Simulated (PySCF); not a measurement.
# Deuteron quadrupole couplings in `C#C[C@](C)([SiH2]C)C(F)F`

Compound: C6H10F2Si.
Numbering: `[CH:1]#[C:2][C@:3]([CH3:4])([SiH2:5][CH3:6])[CH:7]([F:8])[F:9]` (hydrogens: H10 on C1; H11, H12, H13 on C4; H14, H15 on Si5; H16, H17, H18 on C6; H19 on C7)

Structure used (GFN2-xTB), in Å, numbered top down from 1:
```
atom  x, y, z in Å
C1    -0.734   -2.057    1.394
C2    -0.700   -1.101    0.675
C3    -0.645    0.055   -0.195
C4    -1.889    0.088   -1.087
Si5    0.963   -0.021   -1.274
C6     2.502   -0.166   -0.187
C7    -0.655    1.300    0.682
F8    -0.519    2.425   -0.069
F9     0.383    1.319    1.555
H10   -0.772   -2.898    2.020
H11   -1.870    0.969   -1.725
H12   -2.799    0.112   -0.486
H13   -1.917   -0.797   -1.716
H14    0.787   -1.219   -2.105
H15    0.969    1.186   -2.105
H16    2.659    0.729    0.409
H17    3.385   -0.317   -0.800
H18    2.422   -1.006    0.499
H19   -1.580    1.410    1.273
```

Level: PBE0/pcSseg-1 (PySCF, non-relativistic); Q(2H) = 0.00286 b; rigid geometry, the same for H and D, with no vibrational averaging.

**Question.** Rank these positions by the coupling χzz of a deuteron there, largest first.
A. H14 (Si–H hydrogen)
B. H19 (methine hydrogen)
C. H10 (alkyne hydrogen)
D. H13 (methyl hydrogen)
E. H18 (methyl hydrogen)
F. H12 (methyl hydrogen)

**Answer.** C (267 kHz), E (216 kHz), D (211 kHz), F (207 kHz), B (178 kHz), A (107 kHz).

**Question.** Give the electric field gradient Vzz (the principal value of largest size), its asymmetry and the 2H coupling at each hydrogen.

**Answer.** 
```json
{"atom": "H10", "bonded to": "C1", "bond length (Å)": "1.049", "Vzz (au)": "0.3972", "η": "0.01", "χzz (kHz)": "267"}
{"atom": "H11", "bonded to": "C4", "bond length (Å)": "1.088", "Vzz (au)": "0.3101", "η": "0.03", "χzz (kHz)": "208"}
{"atom": "H12", "bonded to": "C4", "bond length (Å)": "1.090", "Vzz (au)": "0.3074", "η": "0.04", "χzz (kHz)": "207"}
{"atom": "H13", "bonded to": "C4", "bond length (Å)": "1.087", "Vzz (au)": "0.3133", "η": "0.03", "χzz (kHz)": "211"}
{"atom": "H14", "bonded to": "Si5", "bond length (Å)": "1.469", "Vzz (au)": "0.1588", "η": "0.02", "χzz (kHz)": "107"}
{"atom": "H15", "bonded to": "Si5", "bond length (Å)": "1.465", "Vzz (au)": "0.1611", "η": "0.02", "χzz (kHz)": "108"}
{"atom": "H16", "bonded to": "C6", "bond length (Å)": "1.086", "Vzz (au)": "0.3220", "η": "0.01", "χzz (kHz)": "216"}
{"atom": "H17", "bonded to": "C6", "bond length (Å)": "1.086", "Vzz (au)": "0.3258", "η": "0.00", "χzz (kHz)": "219"}
{"atom": "H18", "bonded to": "C6", "bond length (Å)": "1.087", "Vzz (au)": "0.3214", "η": "0.00", "χzz (kHz)": "216"}
{"atom": "H19", "bonded to": "C7", "bond length (Å)": "1.103", "Vzz (au)": "0.2643", "η": "0.03", "χzz (kHz)": "178"}
```

**Question.** Average by the element that carries the hydrogen.

**Answer.** on C: 215 kHz over 8 positions, mean bond length 1.084 Å; on Si: 107 kHz over 2 positions, mean bond length 1.467 Å.

**Question.** How does χzz go with the bond length over the 8 C–H bonds?

**Answer.** A straight-line fit has a slope of -15.6 kHz for each 0.01 Å, with a correlation coefficient of -0.98, over lengths from 1.049 to 1.103 Å. The longer bonds have the smaller couplings here.

One conformer (not necessarily the lowest) at the GFN2-xTB geometry, without solvent, vibrations or thermal averaging. GFN2-xTB bond lengths can be off by several hundredths of an ångström, more for odd bonds, and the gradients follow them. A larger basis could move these couplings by a tenth or more.
